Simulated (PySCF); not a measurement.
A structure optimised at B3LYP-D3(BJ)/def2-SVP, used in a PySCF frequency run:

```xyz
10

F      2.6798     0.1091    -0.6142
C      1.6336     0.8911    -0.2896
C      0.5711     0.4429     0.3359
C     -0.5267     0.0206     0.9154
Si    -2.0103    -0.6216    -0.0542
H      1.7646     1.9348    -0.5922
H     -0.5821     0.0354     2.0153
H     -3.2152     0.1972     0.2708
H     -2.2925    -2.0349     0.3324
H     -1.7169    -0.5387    -1.5102
```

Write its SMILES and formula.

FC=C=C[SiH3], C₃H₅FSi

What are its rotational constants (standard atomic weights)?

13.731, 1.4749, 1.4140 GHz
